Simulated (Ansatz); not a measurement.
The cluster Mo5Se10. Charge 0, multiplicity 1. Geometry PBE-D4/def2-SVP.

```xyz
15

Mo    1.2449    0.9415   -1.4410
Mo   -0.0414    1.1559    1.4131
Mo   -2.0292    1.3150    0.2417
Mo    1.8567   -1.7569   -1.0952
Mo   -0.6673   -0.8003   -0.4346
Se    2.2295    1.8783    0.4529
Se   -3.2358    0.7672    2.5495
Se   -1.0978    1.0759   -2.1819
Se    2.8113   -0.2425   -2.8017
Se   -0.1722   -2.5479   -2.1528
Se   -3.0907   -0.9732   -0.0406
Se   -1.2588    3.3637    1.3615
Se   -1.1322    0.4006    3.4972
Se    3.4910   -3.2833   -0.6400
Se    1.0920   -1.2939    1.2720
```

In the def2 sets Mo takes a core potential; there is no spin–orbit coupling. Single mean-field runs in def2-SVP, def2-TZVP are fitted with def2-universal-jkfit. The restricted singlet is unstable towards broken spin symmetry in Hartree–Fock (as tested in another run); at PBE-D4/def2-SVP, PBE-D4/def2-TZVP, revPBE-D4/def2-SVP, r2SCAN-D4/def2-SVP and others this wasn't settled. Another isomer (singlet) lies 2.10 eV lower at PBE0-D4/def2-TZVP; other spin states weren't run for this one.

(1) Estimate the orbital energies around the gap (eV) in Ansatz with PBE-D4/def2-SVP, PBE-D4/def2-TZVP, revPBE-D4/def2-SVP, r2SCAN-D4/def2-SVP, PBE0-D4/def2-SVP.

Answers

(1) 
| orbital | PBE-D4/def2-SVP | PBE-D4/def2-TZVP | revPBE-D4/def2-SVP | r2SCAN-D4/def2-SVP | PBE0-D4/def2-SVP |
| --- | --- | --- | --- | --- | --- |
| HOMO−5 | -6.33 | -6.32 | -6.28 | -6.65 | -7.35 |
| HOMO−4 | -6.07 | -6.07 | -6.01 | -6.37 | -7.00 |
| HOMO−3 | -5.92 | -5.91 | -5.86 | -6.22 | -6.93 |
| HOMO−2 | -5.71 | -5.70 | -5.66 | -5.99 | -6.63 |
| HOMO−1 | -5.55 | -5.55 | -5.49 | -5.84 | -6.54 |
| HOMO | -5.38 | -5.38 | -5.32 | -5.63 | -6.22 |
| LUMO | -4.82 | -4.81 | -4.76 | -4.97 | -4.37 |
| LUMO+1 | -4.63 | -4.61 | -4.56 | -4.75 | -4.15 |
| LUMO+2 | -4.39 | -4.38 | -4.33 | -4.53 | -3.95 |
| LUMO+3 | -4.14 | -4.13 | -4.07 | -4.24 | -3.59 |
| LUMO+4 | -4.06 | -4.05 | -3.99 | -4.15 | -3.54 |
| LUMO+5 | -4.01 | -4.00 | -3.95 | -4.11 | -3.45 |
